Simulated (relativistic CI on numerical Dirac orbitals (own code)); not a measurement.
**Slater and spin-orbit integrals, Zr⁴⁺**

Method of calculation: Dirac-Coulomb-Breit CI, KLI orbitals optimised for each configuration, model QED, valence Slater integrals scaled by 0.85, P86 correlation energy added to each configuration (own radial code, finite nucleus).

Slater integrals F^k, G^k are unscaled and averaged over j, outside the closed core [Ar] 3d10; ζ comes from projecting the Hamiltonian with its Breit term on Σ l·s of the shell.

- 4s2.4p5.4d: ζ(4p) = 10035, F^2(4p,4d) = 65117, G^1(4p,4d) = 80899, G^3(4p,4d) = 49751, ζ(4d) = 581 cm⁻¹; <r>(4p) = 1.313, <r^2>(4p) = 1.959, <r>(4d) = 1.691, <r^2>(4d) = 3.3 (bohr units).
- 4s2.4p5.4f: ζ(4p) = 10380, F^2(4p,4f) = 26795, G^2(4p,4f) = 17397, G^4(4p,4f) = 11481, ζ(4f) = -21.675 cm⁻¹; <r>(4p) = 1.297, <r^2>(4p) = 1.911, <r>(4f) = 3.081, <r^2>(4f) = 10.94 (bohr units).
- 4s.4p6.4d: G^2(4s,4d) = 58252, ζ(4d) = 588.34 cm⁻¹; <r>(4s) = 1.186, <r^2>(4s) = 1.589, <r>(4d) = 1.686, <r^2>(4d) = 3.28 (bohr units).

In this model ζ of a weakly bound d, f or g electron outside closed shells comes out too small, for d by up to a factor of two or three and at times with the wrong sign; that of an outer p electron is too small as well.

Averages of the first 10 configurations, taken without configuration mixing, which lowers the lowest level and can move excited configurations by several eV; other configurations of the list can lie among them:

```csv
Configuration,Parity,States,Average energy above the lowest level (eV)
4s2.4p6,even,1,0.1
4s2.4p5.4d,odd,60,33.1
4s2.4p5.4f,even,84,58.8
4s.4p6.4d,even,20,60.7
4s2.4p5.5s,odd,12,41.8
4s2.4p5.5p,even,36,48.2
4s.4p6.4f,odd,28,87.0
4s2.4p5.5d,odd,60,57.6
4s2.4p5.6s,odd,12,59.5
4s2.4p5.6p,even,36,62.3
```
